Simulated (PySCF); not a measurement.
## MnCl₄, quartet: data card

All numbers come from PySCF, UPBE, basis Mn def2-SVP, Cl def2-SVP (no relativity, density fitting).

The structure is a minimum.

```xyz
5
charge 0 multiplicity 4, angstrom
Mn    0.0000    0.0000    0.0000
Cl   -1.6016    0.0000    1.4028
Cl    0.0000   -1.6016   -1.4028
Cl    0.0000    1.6016   -1.4028
Cl    1.6016    0.0000    1.4028
```

```json
{
  "Point group": "D2d",
  "Bond lengths": "Mn–Cl 2.129 Å (×4)",
  "Bond angles": "Cl–Mn–Cl 97.6° (×2), Cl–Mn–Cl 115.7° (×4)",
  "Highest occupied level (α)": "-6.70 eV",
  "Zero-point energy": "13.0 kJ/mol",
  "Heat capacity Cp at 298.15 K": "97.9 J/(mol K)",
  "Lowest empty level (α)": "-6.11 eV",
  "Principal quadrupole moments (Buckingham, traceless) about the centre of mass": "-1.32, 0.66, 0.66 D Å",
  "Atomisation energy without zero-point energy": "1299 kJ/mol",
  "Spin squared ⟨S²⟩": "3.838",
  "Rotational constants": "0.04698, 0.03708, 0.03708 cm⁻¹",
  "Rotational symmetry number": "4",
  "Enthalpy at 298.15 K above 0 K": "22.64 kJ/mol",
  "Principal polarisabilities": "72.4, 72.4, 87.5 bohr³",
  "Dipole moment": "0.00 D",
  "Entropy at 298.15 K and 1 bar (electronic part: spin only)": "387.8 J/(mol K)"
}
```

Harmonic modes (masses in u: Mn 54.938, Cl 34.969):
```csv
symmetry,ω (cm⁻¹),"IR (km/mol, summed over degenerate members)"
e,66,1.4
b1,86,0.0
a1,135,0.0
b2,163,0.1
a1,343,0.0
e,421,113
b2,477,62.9
```

In D2d the vibrations span 2e + b1 + 2a1 + 2b2. The a1, b1 modes carry no infrared intensity, as symmetry demands.

Charges (e):
```json
{"atom": "Mn1", "Mulliken": "0.39", "Löwdin": "-0.20", "polar tensor": "1.33", "spin (Mulliken)": "2.89", "Mayer order to Mn1": "–"}
{"atom": "Cl2,3,4,5", "Mulliken": "-0.10", "Löwdin": "0.05", "polar tensor": "-0.33", "spin (Mulliken)": "0.03", "Mayer order to Mn1": "1.27"}
```

Mulliken populations on Mn1: s 6.43, p 12.83, d 5.35, f 0.00.

Formally Mn is in oxidation state +4, d3, with 3 unpaired electrons (the high-spin count). The Mulliken spin on Mn is 2.89. The polar-tensor charge on Mn, 1.33, is far below the formal one.

This need not be the most stable arrangement of these atoms. Open d and f shells are described by one determinant, and the ground state may have another occupation or spin.

The final relaxation and frequency run took 47 s on 4 threads of a shared Arm Neoverse V1 host, with 103 basis functions and 9 gradients; the process peaked at 1.3 GiB.
